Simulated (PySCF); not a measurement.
C₃H₁₁NSi₂, SMILES [SiH2](CC([SiH3])=C)N.

Geometry: PBE0-D3(BJ)/def2-SVP. The structure was generated by enumeration, and PubChem lists no compound with its InChIKey, so it may never have been made. One conformer was computed; it need not be the lowest.

Two levels are set side by side: PBE/def2-TZVP (PySCF) and HF/def2-TZVP (PySCF). Same geometry, gas phase. Differences are taken from unrounded values.

| quantity | HF | PBE | PBE minus HF |
|---|---|---|---|
| orbital gap (eV) | 12.68 | 4.56 | -8.13 |
| highest occupied level (eV) | -9.48 | -5.87 | 3.61 |
| lowest empty level (eV) | 3.21 | -1.31 | -4.52 |
| dipole moment (D) | 1.41 | 1.62 | 0.21 |

Without exact exchange PBE keeps part of each electron's self-repulsion, which lifts occupied levels and narrows the gap. Differences between two approximate levels are no errors against the true value.

Rough cost on one machine, each run with all the roots and properties that it gave: HF against PBE about 1/7.
